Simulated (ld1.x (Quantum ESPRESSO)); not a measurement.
Transferability test, RRKJ potential for N

- Element: N (Z = 7)
- Generator: ld1.x (Quantum ESPRESSO) 7.5
- Type: norm-conserving RRKJ (Kleinman–Bylander form)
- Functional: PBEsol
- Relativity: scalar-relativistic
- Frozen core: [He]
- Valence charge: 5
- Reference configuration: 2s1 2p4
- Partial waves: 2p (bound): rc 1.80 bohr; 3d channel at -0.12 Ry: rc 1.95 bohr; 2s (bound): rc 0.85 bohr
- Local potential: the s channel
- Core correction: Bessel-smoothed model core inside 0.85 bohr
- rho0: 0.005

Energies are relative to the spin-unpolarised reference configuration 2s1 2p4; without spin polarisation the order of configurations can differ from experiment.

| valence configuration | charge | ΔE all-electron (eV) | error AE − PS (meV) |
| --- | --- | --- | --- |
| 2s2 2p3 | 0 | -11.434 | -0.4 |
| 2s2 2p2 | +1 | 2.087 | +102 |
| 2s2 2p1 | +2 | 30.824 | +504 |
| 2s2 2p3.3 | -0.3 | -13.038 | -9.9 |
| 2s1 2p0 | +4 | 155.226 | +2706 |
| 2s0 2p5 | 0 | 11.461 | 0.0 |

(1) What are ΔE and the potential's error for 2s1 2p3?

Results:

(1) ΔE = 13.801 eV all-electron; the error (AE − PS) is +13 meV.
